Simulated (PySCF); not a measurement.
A GIAO shielding run with PySCF (density fitting, non-relativistic, gas phase) on SMILES B/C(C)=C\C, C₄H₉B:

```
$ OMP_NUM_THREADS=1 python probes_run.py task.json out

{"job": {"kind": "nmr", "xc": "KT2", "basis": "pcSseg-1", "pop": false}, "charge": 0, "multiplicity": 1}
B      0.226936    -1.603929    -0.616445
C      0.425863    -0.205854     0.004226
C      1.705373     0.082763     0.749390
C     -0.510341     0.772339    -0.110621
C     -1.832544     0.725624    -0.789199
H     -0.774799    -1.910458    -1.219230
H      1.097738    -2.439884    -0.507788
H      1.836095    -0.609355     1.597201
H      1.740146     1.110777     1.143279
H      2.583701    -0.061354     0.099281
H     -0.281432     1.744644     0.354740
H     -2.635642     0.966063    -0.071736
H     -1.884671     1.502030    -1.571558
H     -2.046285    -0.248330    -1.244531
```

Hardware: 1 thread of an Arm Neoverse V2, shared host.

Problem. How large is the calculation?

Solution. 38 electrons, 130 basis functions and 666 auxiliary functions.

Problem. How long does it take, and how much memory does it need?

Solution. 12 s of wall time, with 14 SCF cycles; peak memory 0.55 GiB. Times on a shared host scatter by some tens of per cent.

Problem. And these other runs on the same molecule and hardware: GIAO shielding at B3LYP/pcSseg-1; GIAO shielding at B97-D/pcSseg-1; GIAO shielding at BLYP/pcSseg-1; GIAO shielding at BP86/pcSseg-1; GIAO shielding at HF/pcSseg-1; GIAO shielding at KT3/pcSseg-1?

Solution. B3LYP/pcSseg-1: 130 functions, 8.1 s; B97-D/pcSseg-1: 130 functions, 12 s; BLYP/pcSseg-1: 130 functions, 12 s; BP86/pcSseg-1: 130 functions, 12 s; HF/pcSseg-1: 130 functions, 3.5 s; KT3/pcSseg-1: 130 functions, 12 s.
